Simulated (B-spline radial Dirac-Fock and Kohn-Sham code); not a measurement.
## Elastic and transport cross sections of bismuth for electrons

Model: relativistic (Dirac) partial waves in the static field of the Dirac-Fock atom with Furness-McCarthy exchange, without polarisation or absorption potentials. Program: a radial finite-basis atomic code. σ_tr1 and σ_tr2 weight the cross section with 1 − P₁ and 1 − P₂ of cos θ; "backward" is the share scattered beyond 90°.

| energy (eV) | σ (a₀²) | σ_tr1 (a₀²) | σ_tr2 (a₀²) | σ/σ_tr1 | backward (%) |
| --- | --- | --- | --- | --- | --- |
| 2910 | 6.67 | 0.876 | 0.908 | 7.62 | 5.3 |
| 3000 | ? | ? | ? | ? | ? |
| 3310 | 6.24 | 0.750 | 0.812 | 8.33 | 4.7 |
| 5000 | 5.03 | 0.445 | 0.556 | 11.3 | 3.1 |
| 5480 | 4.79 | 0.394 | 0.508 | 12.1 | 2.8 |
| 6140 | 4.50 | 0.339 | 0.453 | 13.3 | 2.5 |
| 10000 | 3.43 | 0.173 | 0.265 | 19.8 | 1.5 |
| 10100 | 3.41 | 0.171 | 0.262 | 20.0 | 1.5 |
| 11800 | 3.12 | 0.137 | 0.219 | 22.8 | 1.3 |
| 15200 | 2.69 | 0.0950 | 0.160 | 28.3 | 0.99 |
| 16300 | 2.58 | 0.0858 | 0.147 | 30.1 | 0.92 |

Question: Fill in the row for 3 keV.

Answer: σ = 6.57 a₀², σ_tr1 = 0.844 a₀², σ_tr2 = 0.884 a₀², σ/σ_tr1 = 7.78, backward 5.2 %. The ratio σ/σ_tr1 is roughly the number of elastic collisions that randomise the direction.

Values without a named source are computed, but for edge energies of neutral atoms, which are taken from tables.
